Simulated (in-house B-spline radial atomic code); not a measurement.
**Ni2+: [Ar] 3d8**

Level of theory: Dirac-Kohn-Sham BHandHLYP, spherical fractional occupations, exact exchange averaged over the configuration, Fermi nucleus of rms radius 3.7757 fm; calculated with an all-electron radial atomic-structure program (B-spline basis).

Screening seen three ways: the hydrogenic charge with the same mean radius, Z_r = [3n² - l(l+1)]/(2<r>), the one with the same energy, Z_e = n√(-2ε), and Slater's rules. Values are occupation-weighted means over j.

| shell | electrons | ε (eV) | <r> (bohr) | Z_r | Z_e | Slater |
| --- | --- | --- | --- | --- | --- | --- |
| 1s | 2 | -8330.1 | 0.05407 | 27.74 | 24.74 | 27.70 |
| 2s | 2 | -1036.5 | 0.2441 | 24.58 | 17.46 | 23.85 |
| 2p | 6 | -892.76 | 0.215 | 23.25 | 16.20 | 23.85 |
| 3s | 2 | -143.58 | 0.7406 | 18.23 | 9.75 | 16.75 |
| 3p | 6 | -100.77 | 0.7796 | 16.03 | 8.16 | 16.75 |
| 3d | 8 | -33.689 | 0.9593 | 10.95 | 4.72 | 7.55 |

The least bound orbital is 3d5/2 at -33.59 eV, and it is also the most diffuse (<r> = 0.9616 bohr).

Spin-orbit splittings of the orbital energies (j = l + 1/2 above j = l - 1/2 when positive): 2p 17.63 eV, 3p 2.288 eV, 3d 0.2604 eV.

For the 1s electron the small component carries 1.02 % of the norm, the zero-frequency Breit interaction raises the level by 10.58 eV, self-energy by 5.318 eV, and vacuum polarisation lowers it by 0.4731 eV.

The density falls to 0.001 bohr⁻³ at 2.926 bohr; Σ<r²> = 15.604 bohr² gives, by the non-relativistic formula and without the paramagnetism of open shells, a Langevin diamagnetic susceptibility of -12.36×10⁻⁶ cm³/mol.
